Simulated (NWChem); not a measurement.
Molecule: C₄H₅Cl; SMILES C1CC=C1Cl

```xyz
10

Cl    -0.0010    -1.7739     0.0000
C     -0.0605    -0.0624     0.0000
C     -1.0597     0.8307     0.0000
C     -0.0954     1.9960     0.0000
C      1.0542     0.9432     0.0000
H     -2.1479     0.7535     0.0000
H     -0.1257     2.6372    -0.8962
H     -0.1257     2.6372     0.8962
H      1.6930     0.9418    -0.8973
H      1.6930     0.9418     0.8973
```
Atoms are numbered in this order, from 1.

Results from NWChem. Medium grid unless said otherwise, to which SCAN and Minnesota functionals are sensitive. All runs use the structure optimised with PBE0/def2-SVP. Total energies of different functionals are on different scales.

| level | energy (Ha) | highest occupied level (eV) | orbital gap (eV) | dipole (D) |
|---|---|---|---|---|
| PBE/def2-TZVP | -615.2543 | -5.90 | 5.01 | 1.54 |
| B3LYP/def2-TZVP | -615.6653 | -6.81 | 6.69 | 1.58 |
| Hartree-Fock/def2-TZVP | -613.8885 | -9.48 | 13.45 | 1.75 |
| BLYP/def2-TZVP | -615.5677 | -5.75 | 4.99 | 1.50 |
| CAM-B3LYP/def2-TZVP | -615.5683 | -8.32 | 9.58 | 1.62 |
| M06-2X/def2-TZVP | -615.5603 | ___ | ___ | ___ |

Question: Some entries are withheld; supply them.

Answer: 
- M06-2X/def2-TZVP, highest occupied level (eV): -8.22
- M06-2X/def2-TZVP, orbital gap (eV): 9.23
- M06-2X/def2-TZVP, dipole (D): 1.68
